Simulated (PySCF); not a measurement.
How methods differ on the excitation energy of Be

Be [He] 2s2 (1S) → Be [He] 2s1 3s1 (3S), as a difference of total energies. Computed with PySCF 2.14 in aug-cc-pCVTZ (7s6p4d2f, 59 functions), with the non-relativistic Hamiltonian (point nucleus). Correlated levels: valence: 1s2 frozen. The calculations carry no spin-orbit coupling.

```
           method  excitation energy (eV)
              UHF                   5.324
    MP2 (valence)                   6.054
SCS-MP2 (valence)                   6.245
   CCSD (valence)                   6.440
```

Errors of the correlated levels include the incompleteness of this basis and the frozen core.

With two correlated electrons CCSD is exact in that space.

**Question.** Which method comes closest to the reference value, and which is furthest?

**Answer.** The reference is 6.457 eV (measured; NIST levels). Closest: CCSD (valence) (error -0.017 eV); furthest: UHF (error -1.133 eV).
